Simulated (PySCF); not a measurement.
Cl₃In, singlet, at a GFN2-xTB geometry (such geometries of metal compounds can be far from the true shape) (all electrons, no relativity), with bond 2-1 at 2.4 times its length; PySCF with CASSCF(2,2)/STO-3G.

Here is a job for PySCF.
```python
from pyscf import gto, scf, mcscf
import numpy

mol = gto.Mole()
mol.atom = '''
    In    0.000000   -0.000000   -0.000000
    Cl    5.392207   -0.538767   -1.003054
    Cl   -0.933044   -1.013824    1.836996
    Cl   -1.313709    1.238310   -1.419057
'''
mol.basis = 'sto-3g'
mol.charge = 0
mol.spin = 0
mol.verbose = 4
mol.build()

mf = scf.RHF(mol)
mf.kernel()
mc = mcscf.CASSCF(mf, 2, 2)
mc.fix_spin_(ss=0.0)
mc.kernel()
occ = numpy.linalg.eigvalsh(mc.fcisolver.make_rdm1(mc.ci, mc.ncas, mc.nelecas))[::-1]
ss = mc.fcisolver.spin_square(mc.ci, mc.ncas, mc.nelecas)[0]
print('natural occupations', occ.round(4), ' <S^2>', round(ss, 4))
```

**Question.** Predict the main parts of the log of this PySCF run.

**Answer.** 
```
PySCF version 2.14.0

[INPUT] verbose = 4
[INPUT] num. atoms = 4
[INPUT] num. electrons = 100
[INPUT] charge = 0
[INPUT] spin (= nelec alpha-beta = 2S) = 0
[INPUT] symmetry False subgroup None
[INPUT] Mole.unit = angstrom
[INPUT] Symbol           X                Y                Z      unit          X                Y                Z       unit  Magmom
[...]
nuclear repulsion = 546.373343956553
number of shells = 26
number of NR pGTOs = 162
number of NR cGTOs = 54
basis = sto-3g
ecp = {}

******** <class 'pyscf.scf.hf.RHF'> ********
method = RHF
initial guess = minao
damping factor = 0
level_shift factor = 0
DIIS = <class 'pyscf.scf.diis.CDIIS'>
diis_start_cycle = 1
diis_space = 8
diis_damp = 0
SCF conv_tol = 1e-09
SCF conv_tol_grad = None
SCF max_cycles = 50
direct_scf = True
direct_scf_tol = 1e-13
Set gradient conv threshold to 3.16228e-05
Initial guess from minao.
init E= -7029.95606312202
[...]
cycle= 1 E= -7046.53800416476  delta_E= -16.6  |g|= 0.245  |ddm|= 2.59

WARN: HOMO -0.0545249426187104 == LUMO -0.0544515693078781

cycle= 2 E= -7046.17528511848  delta_E= 0.363  |g|= 0.176  |ddm|= 3.63
[...]
cycle= 3 E= -7046.54810190684  delta_E= -0.373  |g|= 0.122  |ddm|= 3.64
[...]
cycle= 4 E= -7046.55450970459  delta_E= -0.00641  |g|= 0.0736  |ddm|= 0.148

WARN: HOMO -0.0984103903253762 == LUMO -0.0977976572004751

cycle= 5 E= -7046.55772489707  delta_E= -0.00322  |g|= 0.025  |ddm|= 0.152
[...]
cycle= 6 E= -7046.17643204295  delta_E= 0.381  |g|= 0.169  |ddm|= 3.63
[...]
cycle= 7 E= -7046.17702024193  delta_E= -0.000588  |g|= 0.166  |ddm|= 0.00905
[...]
cycle= 8 E= -7046.17817967183  delta_E= -0.00116  |g|= 0.16  |ddm|= 0.0182
[...]
cycle= 9 E= -7046.55759087098  delta_E= -0.379  |g|= 0.0319  |ddm|= 3.64
[...]
cycle= 10 E= -7046.17810122908  delta_E= 0.379  |g|= 0.161  |ddm|= 3.64
[...]
cycle= 11 E= -7046.17927176891  delta_E= -0.00117  |g|= 0.159  |ddm|= 0.0793
[...]
cycle= 12 E= -7046.17890753656  delta_E= 0.000364  |g|= 0.157  |ddm|= 0.109
[...]
cycle= 13 E= -7046.55777367479  delta_E= -0.379  |g|= 0.0251  |ddm|= 3.64
[...]
cycle= 14 E= -7046.1753381717  delta_E= 0.382  |g|= 0.182  |ddm|= 3.63
[...]
cycle= 15 E= -7046.17482533852  delta_E= 0.000513  |g|= 0.182  |ddm|= 0.662
[...]
cycle= 16 E= -7046.17707100646  delta_E= -0.00225  |g|= 0.181  |ddm|= 1.61
[...]
cycle= 17 E= -7046.17814895466  delta_E= -0.00108  |g|= 0.185  |ddm|= 1.39
[...]
cycle= 18 E= -7046.55762323818  delta_E= -0.379  |g|= 0.0355  |ddm|= 3.62
[...]
cycle= 19 E= -7046.17843707997  delta_E= 0.379  |g|= 0.184  |ddm|= 3.63
[...]
cycle= 20 E= -7046.17755663829  delta_E= 0.00088  |g|= 0.185  |ddm|= 0.0242
[...]
cycle= 21 E= -7046.17742127293  delta_E= 0.000135  |g|= 0.183  |ddm|= 0.493
[...]
cycle= 22 E= -7046.55705090168  delta_E= -0.38  |g|= 0.0453  |ddm|= 3.63
[...]
cycle= 23 E= -7046.18713888143  delta_E= 0.37  |g|= 0.215  |ddm|=  3.6
[...]
cycle= 24 E= -7046.17624199587  delta_E= 0.0109  |g|= 0.17  |ddm|=  3.2
[...]
cycle= 25 E= -7046.56279758269  delta_E= -0.387  |g|= 0.0456  |ddm|= 3.63
[...]
cycle= 26 E= -7046.17543650576  delta_E= 0.387  |g|= 0.183  |ddm|= 3.63
[...]
cycle= 27 E= -7046.55583367979  delta_E= -0.38  |g|= 0.0623  |ddm|= 3.63
[...]
cycle= 28 E= -7046.18004892069  delta_E= 0.376  |g|= 0.198  |ddm|= 3.62
[...]
cycle= 29 E= -7046.17965686234  delta_E= 0.000392  |g|= 0.199  |ddm|= 2.74
[...]
cycle= 30 E= -7046.17339473353  delta_E= 0.00626  |g|= 0.186  |ddm|= 3.15
[...]
cycle= 31 E= -7046.56096450267  delta_E= -0.388  |g|= 0.0498  |ddm|= 3.63
[...]
cycle= 32 E= -7046.55906159464  delta_E= 0.0019  |g|= 0.0355  |ddm|= 0.28
[...]
cycle= 33 E= -7046.56139377145  delta_E= -0.00233  |g|= 0.0419  |ddm|=  0.3
[...]
cycle= 34 E= -7046.18076004549  delta_E= 0.381  |g|= 0.175  |ddm|= 3.61
[...]
cycle= 35 E= -7046.1810760359  delta_E= -0.000316  |g|= 0.181  |ddm|= 1.11
[...]
cycle= 36 E= -7046.17958271083  delta_E= 0.00149  |g|= 0.171  |ddm|= 0.33
[...]
cycle= 37 E= -7046.25917423876  delta_E= -0.0796  |g|= 0.296  |ddm|= 1.29
[...]
cycle= 38 E= -7046.59677373316  delta_E= -0.338  |g|= 0.0169  |ddm|= 2.57
[...]
cycle= 39 E= -7046.5883017866  delta_E= 0.00847  |g|= 0.082  |ddm|= 0.43
[...]
cycle= 40 E= -7046.58420486839  delta_E= 0.0041  |g|=  0.1  |ddm|= 0.109
[...]
cycle= 41 E= -7046.59676298665  delta_E= -0.0126  |g|= 0.0142  |ddm|= 0.558
[...]
cycle= 42 E= -7046.59674204632  delta_E= 2.09e-05  |g|= 0.011  |ddm|= 0.376
[...]
cycle= 43 E= -7046.59682704031  delta_E= -8.5e-05  |g|= 0.00815  |ddm|= 0.0487
[...]
cycle= 44 E= -7046.59693635614  delta_E= -0.000109  |g|= 0.002  |ddm|= 0.107
[...]
cycle= 45 E= -7046.59694407164  delta_E= -7.72e-06  |g|= 0.00233  |ddm|= 0.0353
[...]
cycle= 46 E= -7046.59695239329  delta_E= -8.32e-06  |g|= 0.00161  |ddm|= 0.0104
[...]
cycle= 47 E= -7046.59693300141  delta_E= 1.94e-05  |g|= 0.00106  |ddm|= 0.0421
[...]
cycle= 48 E= -7046.5462578684  delta_E= 0.0507  |g|= 0.198  |ddm|= 1.55
[...]
cycle= 49 E= -7046.59689005534  delta_E= -0.0506  |g|= 0.00231  |ddm|= 1.61
[...]
cycle= 50 E= -7046.59624726707  delta_E= 0.000643  |g|= 0.0169  |ddm|= 0.387
SCF not converged.
SCF energy = -7046.59624726707

******** <class 'pyscf.mcscf.mc1step.CASSCF'> ********
CAS (1e+1e, 2o), ncore = 49, nvir = 3
max_cycle_macro = 50
max_cycle_micro = 4
conv_tol = 1e-07
conv_tol_grad = None
orbital rotation max_stepsize = 0.02
orbital rotation threshold for CI restart = 0.01
augmented hessian ah_max_cycle = 30
augmented hessian ah_conv_tol = 1e-12
augmented hessian ah_linear dependence = 1e-14
augmented hessian ah_level shift = 1e-08
augmented hessian ah_start_tol = 2.5
augmented hessian ah_start_cycle = 3
augmented hessian ah_grad_trust_region = 3
kf_trust_region = 3
kf_interval = 4
ci_response_space = 4
ci_grad_trust_region = 3
with_dep4 0
natorb = False
canonicalization = True
sorting_mo_energy = False
ao2mo_level = 2
internal_rotation = False
******** <class 'pyscf.fci.addons.SpinPenaltyFCISolver'> ********
max. cycles = 50
conv_tol = 1e-08
davidson only = True
linear dependence = 1e-12
level shift = 0.001
max iter space = 12
nroots = 1
pspace_size = 400
spin = None
CASCI E = -7046.72511535895  S^2 = 0.0000000
Set conv_tol_grad to 0.000316228
macro iter   1 ( 18 JK    4 micro), CASSCF E = -7046.73025659747  dE = -5.14123853e-03  S^2 = 0.0000000
               |grad[o]|=0.0587  |grad[c]|=0.00452  |ddm|=0.00342  |maxRot[o]|=0.109
macro iter   2 (  9 JK    3 micro), CASSCF E = -7046.73026015089  dE = -3.55341308e-06  S^2 = 0.0000000
               |grad[o]|=0.00158  |grad[c]|=7.27e-06  |ddm|=0.0005  |maxRot[o]|=0.0467
macro iter   3 (  4 JK    1 micro), CASSCF E = -7046.73026016948  dE = -1.85891622e-08  S^2 = 0.0000000
               |grad[o]|=5.63e-05  |grad[c]|=1.44e-06  |ddm|=4.97e-06  |maxRot[o]|=0.000604
1-step CASSCF converged in   3 macro ( 31 JK   8 micro) steps
CASSCF canonicalization
Density matrix diagonal elements [1.00004122 0.99995878]
CASSCF energy = -7046.73026016948
CASCI E = -7046.73026016948  E(CI) = -0.877590312633401  S^2 = 0.0000000
natural occupations [1. 1.]  <S^2> 0.0
```

The run did not converge; its last values are not results.
